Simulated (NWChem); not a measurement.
# Basis-set convergence for tin monoxide (OSn)

```xyz
2

Sn     0.0000     0.0000     0.2536
O      0.0000     0.0000    -1.5848
```
Charge 0, spin multiplicity 1.

Everything below was run with NWChem. Structure: optimised with PBE0/def2-SVP with def2 effective core potentials on Sn, a minimum by its harmonic frequencies.

Quantity: first vertical ionisation energy at the level G0W0@PBE.

Effective core potentials replace the inner electrons of Sn; spin-orbit coupling is left out. GW and range-separated runs recompute their integrals, the others keep them in memory, which bears on the times.

Relative cost: rough, from shared machines, SCF included, def2-SVP = 1.

Task: In def2-QZVP the value is 9.08 eV. Among def2-SVP, def2-SVPD, def2-TZVP, def2-TZVPP, def2-TZVPD, which is the smallest basis within 0.1 eV of it?

Result: No smaller set comes that close. def2-QZVP isn't the basis-set limit itself, and a small set can land close by cancellation.

```
basis       functions  first vertical ionisation energy (eV)  relative cost
----------  ---------  -------------------------------------  -------------
def2-SVP           40                                   8.54              1
def2-SVPD          55                                   8.77        under 3
def2-TZVP          81                                   8.88              3
def2-TZVPP         81                                   8.88              4
def2-TZVPD         96                                   8.93              4
def2-QZVP         139                                   9.08             40
```
